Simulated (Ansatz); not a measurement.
The cluster Al6V⁻, relaxed as a singlet with RKS r2SCAN-D4/def2-SVPD in Ansatz, starting from the GFN2-xTB geometry. Force threshold 0.02 eV/Å.

The structure comes from a short search, and lower isomers may exist.

Start:

```xyz
7

V     2.003    1.698   -0.051
Al    0.586   -2.322    1.262
Al    0.542    0.330    1.566
Al    1.358   -0.702   -0.716
Al   -0.419    1.419   -0.794
Al   -1.281   -1.036    0.009
Al   -2.789    0.613   -1.275
```

| step | energy (eV) | largest force component (eV/Å) | SCF passes |
| --- | --- | --- | --- |
| 1 | -65247.7124 | 1.718 | 66 |
| 2 | -65248.0094 | 0.246 | 44 |
| 3 | -65248.0574 | 0.149 | 38 |
| 4 | -65248.1299 | 0.153 | 47 |
| 5 | -65248.2019 | 0.194 | 45 |
| 6 | -65248.3170 | 0.363 | 46 |
| 7 | -65248.4982 | 0.514 | 42 |
| 8 | -65248.7272 | 0.482 | 36 |
| 9 | -65248.8801 | 0.214 | 41 |
| 10 | -65249.0127 | 0.383 | 38 |
| 11 | -65249.2636 | 0.427 | 32 |
| 12 | -65249.5792 | 0.448 | 34 |
| 13 | -65249.7882 | 0.309 | 35 |
| 14 | -65249.8168 | 0.104 | 33 |
| 15 | -65249.8211 | 0.039 | 28 |
| 16 | -65249.8215 | 0.011 | 31 |

Force components are those of the run's own axes.

End:

```xyz
7

V     1.883    0.706    0.353
Al    1.188   -1.578    1.140
Al   -0.375    0.580    1.239
Al    0.502   -0.532   -1.215
Al    0.190    2.095   -0.882
Al   -1.394   -1.742    0.292
Al   -1.996    0.471   -0.927
```

Bonds lost: Al5–Al6 (atoms count from 1). Bonds formed: V1–Al2, Al3–Al7, Al4–Al7 (atoms count from 1). The end is the same structure that another start reached, the lowest one found.

No frequencies were taken in this run, so the end may be a saddle point.

Hardware: 4 threads of Arm Neoverse V1 on a shared host. Wall time 2.1 min.
